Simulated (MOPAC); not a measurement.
MOPAC input (PM3):

```
PM3 1SCF UHF MS=0.5 GEO-OK AUX(PRECISION=9) THREADS=1
CH5OSi

C    -1.47930400 1   -0.14178400 1   -0.19580700 1
Si    0.37161000 1   -0.40586400 1    0.04480300 1
O     0.95198300 1    1.14439900 1    0.13646900 1
H    -1.94720700 1   -1.12693000 1   -0.26708000 1
H    -1.67520800 1    0.41265800 1   -1.11245000 1
H    -1.90678400 1    0.39515500 1    0.64975500 1
H     0.95096100 1   -1.13972100 1   -1.10686000 1
H     0.63565700 1   -1.16355200 1    1.29248500 1
```

From the output:

```
                                                       MOPAC v23.2.5 Linux

          FINAL HEAT OF FORMATION =        -29.08484 KCAL/MOL =    -121.69099 KJ/MOL

          COSMO AREA              =        101.35 SQUARE ANGSTROMS
          COSMO VOLUME            =         88.64 CUBIC ANGSTROMS

          IONIZATION POTENTIAL    =         10.093634 EV
          ALPHA SOMO LUMO (EV)    =        -10.394  0.535
          BETA  SOMO LUMO (EV)    =        -10.094 -0.426
          NO. OF ALPHA ELECTRONS  =         10
          NO. OF BETA  ELECTRONS  =          9
          MOLECULAR WEIGHT        =         61.1354         POINT GROUP:  Cs

          MOLECULAR DIMENSIONS (Angstroms)

            Atom       Atom       Distance
            H     4    O     3     3.70501
            H     5    H     8     3.51989
            H     6    H     7     3.36974

          SCF CALCULATIONS        =          1

   ATOM   CHEMICAL          X               Y               Z
  NUMBER   SYMBOL      (ANGSTROMS)     (ANGSTROMS)     (ANGSTROMS)

     1       C         -1.47930400  *  -0.14178400  *  -0.19580700  *
     2      Si          0.37161000  *  -0.40586400  *   0.04480300  *
     3       O          0.95198300  *   1.14439900  *   0.13646900  *
     4       H         -1.94720700  *  -1.12693000  *  -0.26708000  *
     5       H         -1.67520800  *   0.41265800  *  -1.11245000  *
     6       H         -1.90678400  *   0.39515500  *   0.64975500  *
     7       H          0.95096100  *  -1.13972100  *  -1.10686000  *
     8       H          0.63565700  *  -1.16355200  *   1.29248500  *

                             CARTESIAN COORDINATES

   1    C       -1.479304000    -0.141784000    -0.195807000
   2   Si        0.371610000    -0.405864000     0.044803000
   3    O        0.951983000     1.144399000     0.136469000
   4    H       -1.947207000    -1.126930000    -0.267080000
   5    H       -1.675208000     0.412658000    -1.112450000
   6    H       -1.906784000     0.395155000     0.649755000
   7    H        0.950961000    -1.139721000    -1.106860000
   8    H        0.635657000    -1.163552000     1.292485000

           Empirical Formula: C H5 O Si  =     8 atoms

      MOLECULAR POINT GROUP   :   Cs

          ALPHA EIGENVALUES
 -32.42415 -28.76886 -16.05088 -15.04445 -14.25617 -13.26425 -13.03299 -12.26467
 -10.91931 -10.39367   0.53539   1.45314   1.98446   2.14833   4.57078   4.77107
   4.81141

           BETA EIGENVALUES
 -31.95866 -28.75275 -15.61871 -14.21491 -14.06963 -12.72472 -11.78582 -11.39800
 -10.09363  -0.42554   0.84078   1.53115   2.32563   2.73322   4.57224   4.76986
   4.81732

              NET ATOMIC CHARGES AND DIPOLE CONTRIBUTIONS

  ATOM NO.   TYPE          CHARGE      No. of ELECS.   s-Pop       p-Pop
    1          C          -0.311827        4.3118     1.16204     3.14979
    2         Si           0.680589        3.3194     0.94462     2.37479
    3          O          -0.340166        6.3402     1.88020     4.45997
    4          H           0.047869        0.9521     0.95213
    5          H           0.061161        0.9388     0.93884
    6          H           0.061169        0.9388     0.93883
    7          H          -0.099192        1.0992     1.09919
    8          H          -0.099603        1.0996     1.09960
 DIPOLE           X         Y         Z       TOTAL
 POINT-CHG.    -0.382    -1.906    -0.072     1.946
 HYBRID        -0.172     0.086    -0.022     0.194
 SUM           -0.554    -1.821    -0.094     1.905

          ATOMIC ORBITAL ELECTRON POPULATIONS

     Atom    s        px        py        pz
    1  C   1.16204   1.09279   1.02082   1.03618
    2 Si   0.94462   0.79364   0.71101   0.87014
    3  O   1.88020   1.88604   1.51354   1.06038
    4  H   0.95213
    5  H   0.93884
    6  H   0.93883
    7  H   1.09919
    8  H   1.09960

                    (SZ)    =    0.500000
                    (S**2)  =    0.768655

          ATOMIC ORBITAL SPIN POPULATIONS

    Atom   Total    s     px     py     pz
         Atomic
    1  C  0.0065  0.001  0.004  0.001  0.001
    2 Si -0.2119 -0.038 -0.025 -0.053 -0.095
    3  O  0.9602 -0.001  0.024  0.037  0.900
    4  H -0.0017 -0.002
    5  H -0.0026 -0.003
    6  H -0.0026 -0.003
    7  H  0.1265  0.127
    8  H  0.1254  0.125

 **********************
 *                    *
 * JOB ENDED NORMALLY *
 *                    *
 **********************

 == MOPAC DONE ==
```

The geometry given is a B3LYP-D3(BJ)/def2-TZVP minimum.
